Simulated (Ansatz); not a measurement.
`B[SiH2]N` + `C=N` → `B[SiH2]N=C` + NH₃ at 298.15 K and 1 bar (ligand exchange at the Si–N bond).

Isolated molecules relaxed with PBE0-D4/def2-TZVP in Ansatz; ΔE leaves out vibrations. CBS: MP2 limit from def2 TZ/QZ plus the TZ coupled-cluster correction, frozen cores. This one scheme is used for every species. One conformer a species, not always the lowest.

| species | CCSD(T)/CBS energy (Eh) | H − E (kJ/mol) | S (J/(mol·K)) |
| --- | --- | --- | --- |
| `B[SiH2]N` | -372.16627 | 181.6 | 304.5 |
| `C=N` | -94.52360 | 115.3 | 227.0 |
| `B[SiH2]N=C` | -410.17839 | 195.6 | 326.0 |
| NH₃ | -56.50880 | 100.5 | 192.4 |

H − E and S are ideal-gas, rigid-rotor, harmonic terms from PBE0-D4/def2-TZVP, for one conformer and one mirror image of each species. 1 Eh = 2625.50 kJ/mol, R = 8.31446 J/(mol·K).

**Question.** By hand: ΔE, ΔH, ΔS and ΔG.

**Answer.** ΔE = (-410.17839) + (-56.50880) − (-372.16627) − (-94.52360) = 0.00268 Eh = 7.0 kJ/mol. Δ(H − E) = 195.6 + 100.5 − 181.6 − 115.3 = -0.8, so ΔH = 6.2 kJ/mol. ΔS = 326.0 + 192.4 − 304.5 − 227.0 = -13.1 J/(mol·K). ΔG = 6.2 − 298.15 × (-13.1)/1000 = 10.1 kJ/mol.

**Question.** By hand: the equilibrium constant, and the temperature at which ΔG would vanish if ΔH and ΔS stayed fixed.

**Answer.** log₁₀ K = −ΔG/(RT ln 10) = -1.8. ΔH and −TΔS have one sign here, so there is no such temperature.

TΔS isn't small against ΔH here. A doubt of 5 kJ/mol in ΔE shifts log₁₀ K by 0.9 here. Other conformers and mirror images would add mixing entropy, several J/(mol·K) or more a flexible species. These are equilibria of isolated gas molecules and say nothing of rates. Largest T1 diagnostic: 0.013 (customary marks: 0.02 for closed shells, 0.045 for open ones).
